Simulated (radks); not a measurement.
Valence configurations of V I (all share [Ar]). Method: scalar-relativistic Kohn-Sham, PBE, spin-unpolarised, spherical densities, point nucleus; computed with a radial shooting solver on a logarithmic mesh with Libxc functionals. Energies are relative to 3d3 4s2; eigenvalues in eV.

valence          E (eV)    e(3d)   e(4p)   e(4s)
3d3 4s2           0.000   -5.165       -  -4.702
3d3.5 4s1.5       0.055   -3.606       -  -4.241
3d4 4s1           0.586   -2.429       -  -3.875
3d4.5 4s0.5       1.456   -1.636       -  -3.634
3d3 4s1.5 4p0.5   1.651   -5.855  -1.791  -5.140
3d3.5 4s0.5 4p1   3.164   -4.897  -1.892  -5.087
3d3 4s1 4p1       3.347   -6.498  -2.098  -5.533
3d3 4s0.5 4p1.5   5.083   -7.106  -2.381  -5.890
3d2 4s2 4p1       5.778  -10.620  -2.595  -6.560
3d2 4s1 4p2       9.815  -11.826  -3.116  -7.220

NIST lists [Ar] 3d3 4s2 as the ground configuration; this level of theory agrees among the configurations tried. The energies are those of spherical spin-averaged densities, not of single terms.
